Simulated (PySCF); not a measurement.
## Core binding energy against partial charge

Species: C₃H₄ClFSi.
Cartesian coordinates in Å at the GFN2-xTB level; atoms count from 1:
```xyz
10
C3H4ClFSi angstrom
F     -2.415   -0.158   -0.184
C     -1.089   -0.006   -0.210
C     -0.315    0.395   -1.221
Si     1.266    0.265   -0.201
C     -0.209   -0.246    0.967
Cl    -0.228   -1.954    1.509
H     -0.631    0.678   -2.209
H      2.174   -0.834   -0.491
H      1.918    1.515    0.176
H     -0.462    0.349    1.842
```

Binding energies: delta-SCF UKS SCAN, pcX-2 on the ionised atom, pcseg-1 elsewhere, spin-free X2C (PySCF). Charges: PBE0/pcSseg-1 ground-state density, for the ionised atom.

| atom | environment | C 1s (eV) | Mulliken (e) | IAO (e) | Hirshfeld (e) | ESP (e) |
| --- | --- | --- | --- | --- | --- | --- |
| C3 | alkene CH carbon | 290.33 | -0.397 | -0.476 | -0.163 | -0.582 |
| C5 | sp3 C–Cl carbon | 292.00 | -0.496 | -0.383 | -0.094 | -0.547 |
| C2 | vinylic C–F carbon | 293.35 | +0.332 | +0.309 | +0.086 | +0.456 |

Question: How well does each charge scheme correlate with the binding energies over these sites?

Answer: Hirshfeld: r = 0.95, slope 11.2 eV per e; IAO: r = 0.89, slope 3.1 eV per e; ESP: r = 0.85, slope 2.2 eV per e; Mulliken: r = 0.77, slope 2.6 eV per e. Hirshfeld charges have the highest r, on only 3 points.

Question: The point-charge model writes a binding energy as kq + V + constant, with V the potential of the other atoms' charges at the site. What does it give with the ESP charges?

Answer: V = Σ 14.40 eV Å × q/r over all other atoms: +8.29 eV at C3, +7.16 eV at C5, -7.53 eV at C2. Fitting binding energy − V to q gives k = 17.1 eV per e and leaves an rms residual of 0.90 eV, against 0.65 eV for the fit on q alone. The model has no term for differences in relaxation between sites.

Geometry: GFN2-xTB; no solvent, vibrations or thermal averaging.
